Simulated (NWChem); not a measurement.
Molecule: C$_{4}$H$_{6}$; SMILES C#CCC

All runs: NWChem. Pople sets run with spherical d functions. Geometry: optimised at PBE0/def2-SVP. B3LYP is NWChem's, with the RPA form of VWN correlation. Vertical excitations in the gas phase; the lowest state need not have the same character in each row.

| level | lowest excitation, singlet (eV) | oscillator strength of that lowest state | lowest triplet (eV) | orbital gap (eV) |
|---|---|---|---|---|
| PBE/6-31G*, TDA | 6.75 | 0.000 | 5.42 | 6.68 |
| B3LYP/6-31G*, TDA | 6.72 | 0.000 | 5.41 | 8.51 |
| BHandHLYP/6-31G*, TDA | ? | 0.000 | ? | ? |
| Hartree-Fock/6-31G*, CIS | 6.53 | 0.000 | 4.63 | 15.81 |

Task: Fill in the missing entries.

Result: 
- BHandHLYP/6-31G*, TDA, lowest excitation, singlet (eV): 6.66
- BHandHLYP/6-31G*, TDA, lowest triplet (eV): 5.26
- BHandHLYP/6-31G*, TDA, orbital gap (eV): 11.28
